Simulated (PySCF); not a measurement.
PySCF input for C4H7FSi, SMILES C1=C[C@@H](F)[Si@H]1C, PBE/pcSseg-1. The structure is a stationary point at B3LYP-D3(BJ)/def2-SVP. The structure was generated by enumeration; whether it is a known compound was not checked.

```python
import numpy as np
from pyscf import gto, scf, dft
from pyscf.prop.nmr import rks as nmr

mol = gto.M(
    atom='''
    C     2.15526390    0.19385255   -0.09186631
    Si    0.53233853   -0.64792485   -0.50998858
    C    -0.47879985   -1.31862538    0.92211385
    C    -1.37750192   -0.31196597    0.82920742
    C    -1.00769824    0.51948243   -0.38303983
    F    -0.76025977    1.85727981   -0.08013391
    H     2.55395268    0.72516691   -0.97134388
    H     1.99549683    0.92758796    0.71266704
    H     2.91361928   -0.53422987    0.23838827
    H     0.68707002   -1.50787707   -1.72441820
    H    -0.49937720   -2.13666998    1.64634113
    H    -2.23829001   -0.10677006    1.48224324
    H    -1.77045621    0.49175986   -1.18132281
    ''',
    basis='pcSseg-1',
    charge=0,
    spin=0,
    max_memory=1600,
    verbose=3,
)
mf = dft.RKS(mol, xc='pbe')
mf.grids.level = 3
mf.conv_tol = 1e-10
mf.max_cycle = 100
mf.kernel()
n = nmr.NMR(mf)
n.verbose = 2
n.max_cycle_cphf = 60
sigma = n.kernel()
print('atom   isotropic/ppm   span/ppm')
for i, s in enumerate(sigma):
    w = np.linalg.eigvalsh((s + s.T) / 2)
    print(f'{mol.atom_symbol(i):2s}{i + 1:3d} {w.mean():14.3f} {w[2] - w[0]:11.3f}')
```

Program output:

```
converged SCF energy = -545.442463503088
atom   isotropic/ppm   span/ppm
C   1        183.169       6.753
Si  2        334.452     110.416
C   3         28.449     241.377
C   4         13.506     221.983
C   5         86.242      95.724
F   6        384.757     111.360
H   7         30.686      10.649
H   8         30.569      10.050
H   9         30.627      10.694
H  10         25.612       6.321
H  11         24.481       4.034
H  12         23.721       3.081
H  13         25.706       7.048
```

The calculation finished and met its thresholds.
